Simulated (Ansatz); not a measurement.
One change: `C[SiH](C)[AlH2]` becomes `C[SiH](C)[GeH3]`.

Ansatz, PBE0-D4/def2-TZVP geometries, multiplicity 1. 

Scalar relativity is left out up to krypton.

| property | `C[SiH](C)[AlH2]` |
| --- | --- |
| size of the dipole moment (B3LYP/def2-TZVPP) / D | 1.04 |
| HOMO–LUMO gap (PBE0/def2-TZVPP) / eV | 5.11 |
| LUMO energy (B3LYP/def2-TZVPP) / eV | -2.08 |
| HOMO–LUMO gap (ωB97M-V/def2-TZVPP) / eV | 8.70 |
| LUMO energy (ωB97M-V/def2-TZVPP) / eV | -0.28 |
| LUMO energy (PBE/def2-TZVPP) / eV | -2.64 |

Give the same properties after the change, and the shifts. (Estimate.)

The calculation gave: 
```json
{"property": "size of the dipole moment (B3LYP/def2-TZVPP) / D", "`C[SiH](C)[GeH3]`": "1.33", "shift": "0.29"}
{"property": "HOMO–LUMO gap (PBE0/def2-TZVPP) / eV", "`C[SiH](C)[GeH3]`": "8.22", "shift": "3.11"}
{"property": "LUMO energy (B3LYP/def2-TZVPP) / eV", "`C[SiH](C)[GeH3]`": "0.31", "shift": "2.39"}
{"property": "HOMO–LUMO gap (ωB97M-V/def2-TZVPP) / eV", "`C[SiH](C)[GeH3]`": "11.82", "shift": "3.12"}
{"property": "LUMO energy (ωB97M-V/def2-TZVPP) / eV", "`C[SiH](C)[GeH3]`": "2.10", "shift": "2.38"}
{"property": "LUMO energy (PBE/def2-TZVPP) / eV", "`C[SiH](C)[GeH3]`": "-0.24", "shift": "2.40"}
```

With PBE0 the HOMO falls by 0.68 eV and the LUMO rises by 2.44 eV, so the gap widens by about 3.12 eV. PBE moves the HOMO by -0.65 eV and ωB97M-V by -0.73 eV. Dipoles are sizes alone; their direction can turn.

B3LYP here is the variant with VWN-RPA as its local correlation; programs differ in this.
